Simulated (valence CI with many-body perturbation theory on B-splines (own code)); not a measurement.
Er18+: E2, M1 decay

Method: valence CI with perturbative core correlation (CI+MBPT): four valence electrons over a frozen Dirac-Fock core [Kr] 4d10, a basis of 8 s, 8 p, 9 d, 9 f, 6 g, 3 h, 2 i functions for each j, with the one-electron correlation potential Σ1 (screened to all orders), the two-electron term Σ2, the three-electron term Σ3, Breit, model QED; selected single and double excitations, second order for the rest, scaled by the run's own slope (own B-spline code, finite nucleus).

No measured levels were compared; by estimate terms of the open shell hold to a few per cent of their energy, and close levels can change places. Core correlation moves these levels by up to 3400 cm⁻¹, and in measured spectra 5 to 20 % of such shifts remained as error; rates that hang on mixing are uncertain with them. Only levels of the ground parity were solved; by the run's estimate the other parity begins above the list, which can be wrong where configurations are misplaced.

Lines 51 to 100 of 120 in falling wavelength, among levels below 11.548 eV, chosen from the decays that carry over 1 % of a level's rate. Wavelengths and rates use the calculated energies, so an error of 2000 cm⁻¹ moves a line at 6425 Å by 13 % and its rate by three times that or more. Electric multipoles are in the length gauge, E1 and E2 with the static RPA response of the core. S is in atomic units (e²a₀⁴ for E2 and M2, e²a₀⁶ for E3), for M1 in squared Bohr magnetons. Weak lines are less certain than strong ones. Lines between different terms over intervals too small for the method are left out, as are lines whose strength nearly cancels. Where a level lies close to another of its J and parity, the split of strength between their lines is uncertain.

Names give the largest LS component (configuration and term), which can be under half, so a name can repeat, a term be missing and a line seem to break the LS rules; names also repeat where a configuration has a term twice. Letters in brackets count levels of one name in rising energy.

```tsv
λ vac (Å)	Upper	Lower	Type	A (s⁻¹)	S (a.u.)
6425	4f⁴ ⁵G_6	4f⁴ ⁵F_5	M1	1.62e+01	2.07e+00
6368	4f⁴ ³D_2	4f⁴ ⁵S_2	M1	2.19e+01	1.05e+00
6261	4f⁴ ³P_1	4f⁴ ⁵G_2	M1	1.89e+00	5.17e-02
6105	4f⁴ ³L_8	4f⁴ ³K_7	M1	3.65e+01	5.23e+00
5879	4f⁴ ³K_8 [b]	4f⁴ ³K_7	M1	3.37e+00	4.31e-01
5766	4f⁴ ³G_3 [a]	4f⁴ ⁵F_3	M1	1.62e+01	8.04e-01
5736	4f⁴ ³L_7	4f⁴ ³K_6	M1	5.50e+01	5.77e+00
5676	4f⁴ ³D_2	4f⁴ ⁵F_3	M1	3.50e+01	1.19e+00
5321	4f⁴ ³D_3	4f⁴ ⁵F_4 [b]	M1	1.36e+01	5.32e-01
5253	4f⁴ ³D_3	4f⁴ ⁵G_3	M1	7.25e+00	2.73e-01
5250	4f⁴ ³F_4 [a]	4f⁴ ⁵F_5	M1	2.64e+01	1.28e+00
5240	4f⁴ ³F_4 [a]	4f⁴ ⁵F_4 [b]	M1	3.41e+01	1.64e+00
5183	4f⁴ ¹D_2 [a]	4f⁴ ⁵G_2	M1	2.08e+00	5.37e-02
5174	4f⁴ ³F_4 [a]	4f⁴ ⁵G_3	M1	2.18e+00	1.01e-01
5133	4f⁴ ³P_1	4f⁴ ⁵S_2	M1	3.95e+01	5.94e-01
4841	4f⁴ ³K_8 [a]	4f⁴ ⁵I_8	M1	4.41e+01	3.15e+00
4836	4f⁴ ³D_3	4f⁴ ⁵G_2	M1	6.27e-01	1.84e-02
4805	4f⁴ ³H_6 [a]	4f⁴ ⁵F_5	M1	1.15e+00	6.15e-02
4664	4f⁴ ³G_3 [a]	4f⁴ ⁵F_2	M1	5.33e+00	1.40e-01
4604	4f⁴ ³D_2	4f⁴ ⁵F_2	M1	1.85e+00	3.35e-02
4592	4f⁴ ³D_2	4f⁴ ⁵F_1	M1	2.63e+01	4.72e-01
4516	4f⁴ ³K_7	4f⁴ ⁵I_7	M1	3.25e+01	1.66e+00
4385	4f⁴ ¹D_2 [a]	4f⁴ ⁵S_2	M1	3.34e+01	5.21e-01
4248	4f⁴ ³H_6 [a]	4f⁴ ³K_6	M1	1.50e+00	5.54e-02
4134	4f⁴ ³D_3	4f⁴ ⁵S_2	M1	6.30e+00	1.15e-01
4050	4f⁴ ³K_6	4f⁴ ⁵I_6	M1	1.83e+01	5.87e-01
4045	4f⁴ ¹D_2 [a]	4f⁴ ⁵F_3	M1	4.31e+00	5.29e-02
3922	4f⁴ ³P_1	4f⁴ ⁵F_2	M1	3.14e+00	2.10e-02
3912	4f⁴ ³P_1	4f⁴ ⁵F_1	M1	3.22e+01	2.14e-01
3894	4f⁴ ³D_3	4f⁴ ⁵F_4 [a]	M1	8.66e+00	1.33e-01
3851	4f⁴ ³F_4 [a]	4f⁴ ⁵F_4 [a]	M1	1.34e+01	2.56e-01
3845	4f⁴ ³K_8 [a]	4f⁴ ⁵I_7	M1	2.21e+01	7.91e-01
3831	4f⁴ ³D_3	4f⁴ ⁵F_3	M1	5.92e-01	8.64e-03
3789	4f⁴ ³F_4 [a]	4f⁴ ⁵F_3	M1	1.57e+01	2.85e-01
3772	4f⁴ ⁵F_4 [a]	4f⁴ ⁵I_5	M1	1.50e+01	2.69e-01
3647	4f⁴ ⁵F_5	4f⁴ ⁵I_6	M1	7.49e+00	1.48e-01
3593	4f⁴ ³K_7	4f⁴ ⁵I_6	M1	4.74e+01	1.22e+00
3557	4f⁴ ⁵F_2	4f⁴ ⁵I_4	E2	3.07e-03	7.80e-03
3470	4f⁴ ¹D_2 [a]	4f⁴ ⁵F_2	M1	3.75e+00	2.90e-02
3463	4f⁴ ¹D_2 [a]	4f⁴ ⁵F_1	M1	3.30e+01	2.54e-01
3345	4f⁴ ³P_0	4f⁴ ⁵F_1	M1	8.29e+00	1.15e-02
3257	4f⁴ ³K_6	4f⁴ ⁵I_5	M1	5.63e+01	9.37e-01
3105	4f⁴ ⁵F_3	4f⁴ ⁵I_4	M1	6.23e-01	4.84e-03
3064	4f⁴ ⁵F_4 [a]	4f⁴ ⁵I_4	M1	4.32e+01	4.15e-01
3014	4f⁴ ³L_8	4f⁴ ⁵I_8	M1	1.43e+00	2.47e-02
2994	4f⁴ ⁵F_4 [b]	4f⁴ ⁵I_5	M1	2.31e+01	2.07e-01
2991	4f⁴ ⁵F_5	4f⁴ ⁵I_5	M1	7.67e+00	8.37e-02
2958	4f⁴ ³K_8 [b]	4f⁴ ⁵I_8	M1	1.98e+01	3.22e-01
2921	4f⁴ ³L_9	4f⁴ ⁵I_8	M1	7.66e+00	1.35e-01
2865	4f⁴ ³H_5 [a]	4f⁴ ⁵I_6	M1	3.58e+01	3.43e-01
```
